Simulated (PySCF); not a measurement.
Compound: C5H10F2O.
Atom-mapped SMILES: `[CH3:1][CH2:2][C@H:3]([CH3:4])[O:5][CH:6]([F:7])[F:8]` (hydrogens: H9, H10, H11 on C1; H12, H13 on C2; H14 on C3; H15, H16, H17 on C4; H18 on C6)

The geometry is computed with GFN2-xTB (gas phase).

**Question.** What internal coordinates does the optimisation give?

**Answer.** 
| bond | length (pm) |
| --- | --- |
| C1–C2 | 152.4 |
| C2–C3 | 152.9 |
| C3–C4 | 152.6 |
| C3–O5 | 143.9 |
| O5–C6 | 133.5 |
| C6–F7 | 134.3 |
| C6–F8 | 136.7 |
| C1–H9, C1–H10, C1–H11 | 108.7 |
| C2–H12 | 109.0 |
| C2–H13 | 109.1 |
| C3–H14 | 110.2 |
| C4–H15, C4–H16, C4–H17 | 108.7 |
| C6–H18 | 111.0 |

Bonds in one row agree within 1 pm and their mean is given. A selection of angles:
| angle | degrees |
| --- | --- |
| C1–C2–C3 | 112.1 |
| C2–C3–C4 | 112.0 |
| C2–C3–O5 | 106.8 |
| C4–C3–O5 | 110.5 |
| C3–O5–C6 | 116.9 |
| O5–C6–F7 | 108.9 |
| O5–C6–F8 | 112.7 |
| F7–C6–F8 | 105.3 |

Dihedral angles: C1–C2–C3–C4 -175° (antiperiplanar); C2–C3–O5–C6 -154° (antiperiplanar); C3–O5–C6–F7 158° (antiperiplanar).

The C–F distances run from 1.343 Å (C6–F7, drawn single) to 1.367 Å (C6–F8, drawn single), a spread of 0.024 Å. The C–O distances run from 1.335 Å (O5–C6, drawn single) to 1.439 Å (C3–O5, drawn single), a spread of 0.104 Å. Of the pairs four or more bonds apart, H14···H18 is among the closest relative to their van der Waals radii: 2.18 Å, 91 % of the sum of Bondi's values.

Point group: C1 (no symmetry element, even within 0.4 Å). Not checked by GFN2-xTB frequencies. The numbers are those of one conformer.
